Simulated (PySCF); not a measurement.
Bond curve of SrP

Set-up: PySCF, scalar-relativistic core potentials, basis sets Sr def2-TZVPP with ECP28, P def2-TZVPP. Energies in eV from Sr + P in their ground configurations at the same level. All curves are PBE0. state 1: ²Π (doublet), unpaired electrons π ↑; state 2: ⁴Σ⁻ (quartet), unpaired electrons σ ↑, π ↑↑, a second solution, started from another occupation; state 3: Ms = 0.5 determinant of mixed spin (⟨S²⟩ near 1.8), unpaired electrons σ ↓, π ↑↑, a second solution, started from another occupation; state 4: Ms = 0.5 determinant of mixed spin (⟨S²⟩ near 1.8), unpaired electrons σ ↑, π ↑↓, a mixture of terms (⟨Lz²⟩ = 2.0), a second solution, started from another occupation.

```csv
R (Å),state 1,state 2,state 3,state 4
2.280,-0.539,0.551,0.605,0.8718
2.386,-0.986,-0.177,-0.129,0.1405
2.492,-1.229,-0.671,-0.626,-0.3553
2.571,-1.312,-0.924,-0.880,-0.6088
2.651,-1.334,-1.098,-1.053,-0.7826
2.731,-1.310,-1.210,-1.164,-0.8932
2.837,-1.229,-1.285,-1.235,-0.9651
2.969,-1.077,-1.292,-1.235,-0.9670
3.128,-0.856,-1.221,-1.150,-0.8851
3.340,-0.537,-1.054,-0.955,-0.6979
```

Task: Put a parabola through the three lowest points of the state 1 curve and estimate Re, k and ωe (reduced mass 22.9 u; 1 eV/Å² = 0.16022 mdyn/Å; ωe = 1302.8·√(k/μ) cm⁻¹).

Result: Through R = 2.571, 2.651, 2.731 Å the second-order coefficient is 3.59 eV/Å², so Re ≈ 2.649 Å, k ≈ 1.15 mdyn/Å and ωe ≈ 292 cm⁻¹. A polynomial fit of higher order to the unrounded PBE0 energies gives Re = 2.645 Å, k = 1.17 mdyn/Å, ωe = 295 cm⁻¹; anharmonicity and rounding make the difference.

The higher-order fit for each curve: state 1: Re = 2.645 Å, ωe = 295 cm⁻¹, De = 1.33 eV; state 2: Re = 2.914 Å, ωe = 226 cm⁻¹, minimum 1.30 eV below the ground-state fragments; state 3: Re = 2.901 Å, ωe = 235 cm⁻¹, minimum 1.24 eV below the ground-state fragments; state 4: Re = 2.903 Å, ωe = 233 cm⁻¹, minimum 0.98 eV below the ground-state fragments.

⟨S²⟩ is raised (SrP 1.00), so spin contamination touches these numbers. ⟨S²⟩ of the unrestricted solution departs from its pure value on part of the curve, where spin states mix. Spin–orbit coupling is left out. The state was picked by a PBE0 search and need not be the measured ground state.
